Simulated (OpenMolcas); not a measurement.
# Cu3+, Ag3+, Au3+: d8 down the group

```yaml
Program: OpenMolcas
Method: XMS-CASPT2, IPEA 0.25 Eh, imaginary shift 0.1 Eh
Basis: ANO-RCC-VTZP
Scalar_Hamiltonian: DKH2, point nucleus
Spin-orbit_coupling: state interaction with AMFI integrals over the reference wave functions, term energies averaged over their components
```

Active space for each ion: 8 electrons in 10 orbitals (d d); closed shells correlated by CASPT2: Cu3+ 3s 3p; Ag3+ 4s 4p; Au3+ 5s 5p.

Computed levels in cm-1 above 3F4:

| Level | Cu3+ | Ag3+ | Au3+ |
| --- | --- | --- | --- |
| 3F3 | 1809 | 3990 | 12480 |
| 3P2 | 19940 | 12140 | 18790 |
| 3P1 | 20270 | 16210 | 22590 |
| 3P0 | 20600 | 16440 | 18960 |
| 1G4 | 27550 | 21230 | 26550 |
| 1S0 | 62910 | 49020 | 56990 |
| weight of 3F in the lowest level (%) | 100 | 99 | 95 |

Mixed levels, with the weight of the term that names them: Ag3+ 3P2 (57 %), Au3+ 3P2 (51 %).

Measured, with the error of the calculation in %. Measured levels: Cu3+ from Sugar and Musgrove, J. Phys. Chem. Ref. Data 19, 527 (1990); Ag3+ from the list in Gamrath, thesis, University of Mons (2023); Au3+ from Zainab et al., Astrophys. J. Suppl. Ser. 267, 12 (2023).

```tsv
Level	Cu3+	Ag3+	Au3+
3F3	1861 (-2.8)	4172 (-4.3)	12294 (+1.5)
3P2	19697 (+1.2)	11872 (+2.3)	
3P1	20097 (+0.9)	15900 (+2.0)	21490 (+5.1)
3P0	20423 (+0.9)	16092 (+2.2)	18185 (+4.3)
1G4	26913 (+2.4)	20570 (+3.2)	25702 (+3.3)
1S0	61456 (+2.4)	47139 (+4.0)	55278 (+3.1)
```

The fine-structure level 3F3 changes by a factor of 6.9 from Cu3+ to Au3+.

Without spin-orbit coupling 3P lies 18450, 12210, 10060 cm-1 above 3F in that order; the difference to the level 3P2, of either sign, comes from spin-orbit coupling, which also lowers the zero.

CASPT2 does not keep the components of a term degenerate, so their means are used; among the terms shown or strongly mixed into the levels shown the widest spread is 1200 cm-1 (3d8 3F, Cu3+). Active for correlation alone: 4d; no level in the range computed is led by a configuration that fills it, so any true level of that kind is missing (holds for Cu3+). Active for correlation alone: 5d; no level in the range computed is led by a configuration that fills it, so any true level of that kind is missing (holds for Ag3+). Active for correlation alone: 6d; no level in the range computed is led by a configuration that fills it, so any true level of that kind is missing (holds for Au3+). Computed and measured levels are paired by configuration, term and J; levels that our copy of the source lacks, or whose pairing is in doubt (as where it misses far off the trend of its configuration), stay unpaired and out of the deviations. Only configurations of the active space appear.
